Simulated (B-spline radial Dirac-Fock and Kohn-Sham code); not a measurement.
**Successive ionisation energies of beryllium: Dirac-Fock against NIST**

Method: Dirac-Fock (average of configuration) total-energy differences with a finite nucleus, the Breit interaction including its frequency dependence, and self-energy and vacuum-polarisation corrections. Computed with a radial atomic solver. Each value is the difference of the configuration-average energies of two neighbouring ions in their tabulated ground configurations. No correlation. NIST's values refer to the lowest levels; many for high charge states are themselves semi-empirical or theoretical. Where a p, d or f shell is open in either ion the computed value averages over both j values and all terms, while the table refers to the lowest levels; that difference holds spin-orbit splitting (largest in heavy or highly charged ions), term energies where several electrons share open shells, and correlation, and it can reach 10 % or more.

| ion | configuration | computed (eV) | NIST (eV) | kind | NIST − computed (eV) |
| --- | --- | --- | --- | --- | --- |
| Be | [He] 2s2 | 8.05 | 9.322699 | measured | +1.28 |
| Be⁺ | [He] 2s1 | 18.13 | 18.21115 | measured | +0.08 |
| Be²⁺ | 1s2 | 152.7 | 153.8962 | theoretical | +1.20 |
| Be³⁺ | 1s1 | 217.7 | 217.7186 | theoretical | -0.01 |

Q: Where in this range is the largest relative jump, and why?

A: From Be⁺ (18.13 eV) to Be²⁺ (152.7 eV), a factor of 8.42. The configuration goes from [He] 2s1 to 1s2, so the next electron comes out of a deeper subshell.
